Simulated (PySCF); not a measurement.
Zn(NH2)(SeH) (H3NSeZn), SMILES [NH2][Zn][SeH].

Coordinates come from a B3LYP-D3(BJ)/def2-SVP optimisation. The structure was generated by enumeration; whether it is a known compound was not checked. One conformer was computed; it need not be the lowest.

Two levels are set side by side: TDA-PBE/def2-SVPD (PySCF) and TDA-M06-2X/def2-SVPD (PySCF). Vertical, same geometry. The lowest singlet is HOMO−1→LUMO 99 % with PBE and HOMO→LUMO 93 % with the other functional; states are paired by order. Differences are taken from unrounded values.

```tsv
quantity	TDA-M06-2X	TDA-PBE	TDA-PBE minus TDA-M06-2X
lowest singlet excitation (eV)	4.96	4.31	-0.65
lowest triplet excitation (TDA) (eV)	4.66	3.88	-0.78
```

A lower first singlet is the usual sign of a functional without exact exchange. Differences between two approximate levels are no errors against the true value.

Rough cost on one machine, each run with all the roots and properties that it gave: TDA-M06-2X against TDA-PBE about 8 times.
